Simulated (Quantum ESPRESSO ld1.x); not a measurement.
Results of a calculation; reference values are marked as such.
Q: Species: Os4+. Configuration: [Kr] 4d10 4f14 5s1 5p6 5d4 6p1 (not the ground configuration). Level of theory: scalar-relativistic Kohn-Sham, LDA (Slater exchange, Perdew-Zunger correlation), spin-polarised, spherical densities, point nucleus; open shells are filled with parallel spins first (ld1.x of Quantum ESPRESSO 7.5). Some entries of the table are withheld. Estimate them.

| orbital | occ. | eigenvalue (eV) | <r> (bohr) |
|---|---|---|---|
| 1s up | 1 | -73877.3 | 0.01774 |
| 1s down | 1 | -73877.1 | 0.01774 |
| 2s up | 1 | -12914.7 | 0.07493 |
| 2s down | 1 | -12914.2 | 0.07493 |
| 2p up | 3 | -11256.4 | 0.06729 |
| 2p down | 3 | -11256.0 | 0.06729 |
| 3s up | 1 | -3048.18 | 0.1940 |
| 3s down | 1 | -3047.90 | 0.1940 |
| 3p up | 3 | -2561.41 | 0.1946 |
| 3p down | 3 | -2561.11 | 0.1946 |
| 3d up | 5 | -2016.95 | 0.1763 |
| 3d down | 5 | -2016.59 | 0.1763 |
| 4s up | 1 | -687.186 | 0.4321 |
| 4s down | 1 | -686.640 | 0.4320 |
| 4p up | 3 | -527.481 | 0.4597 |
| 4p down | 3 | -526.899 | 0.4595 |
| 4d up | 5 | -329.247 | 0.4892 |
| 4d down | 5 | -328.538 | 0.4886 |
| 5s up | 1 | -147.094 | 0.9911 |
| 5s down | 0 | -143.768 | 0.9868 |
| 4f up | 7 | -108.667 | 0.5535 |
| 4f down | 7 | -107.617 | 0.5493 |
| 5p up | 3 | -105.025 | (1) |
| 5p down | 3 | -101.324 | (2) |
| 5d up | 4 | (3) | 1.472 |
| 5d down | 0 | (4) | 1.478 |
| 6p up | 1 | -34.9666 | (5) |
| 6p down | 0 | -32.2460 | (6) |

A: 
(1) 5p up <r> (bohr): 1.131
(2) 5p down <r> (bohr): 1.127
(3) 5d up eigenvalue (eV): -55.6692
(4) 5d down eigenvalue (eV): -51.7566
(5) 6p up <r> (bohr): 2.613
(6) 6p down <r> (bohr): 2.691
